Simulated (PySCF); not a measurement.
Ga(F)2(Br), SMILES [F][Ga]([F])[Br], PBE0/def2-SVP optimised geometry.

```
4

Ga    -0.28     0.17     0.00
F     -1.04     1.73     0.00
F      1.46     0.17     0.00
Br    -1.46    -1.73     0.00
```

Density from PBE0/def2-TZVP (PySCF) at that geometry.

Minimum of the electron density along straight lines between bonded atoms, close to the bond critical point (lines longer than 1.1 times the sum of covalent radii, or with two minima, are not listed):

```json
[
 {"bond": "Ga1–F2", "length / Å": "1.734", "ρ at the minimum / e bohr⁻³": "0.140", "∇²ρ there / e bohr⁻⁵": "0.91", "position (fraction from the first atom)": "0.49"},
 {"bond": "Ga1–F3", "length / Å": "1.734", "ρ at the minimum / e bohr⁻³": "0.140", "∇²ρ there / e bohr⁻⁵": "0.91", "position (fraction from the first atom)": "0.49"},
 {"bond": "Ga1–Br4", "length / Å": "2.242", "ρ at the minimum / e bohr⁻³": "(withheld)", "∇²ρ there / e bohr⁻⁵": "0.17", "position (fraction from the first atom)": "0.43"}
]
```

Complete the blanks.


- Ga1–Br4, ρ at the minimum / e bohr⁻³: 0.095
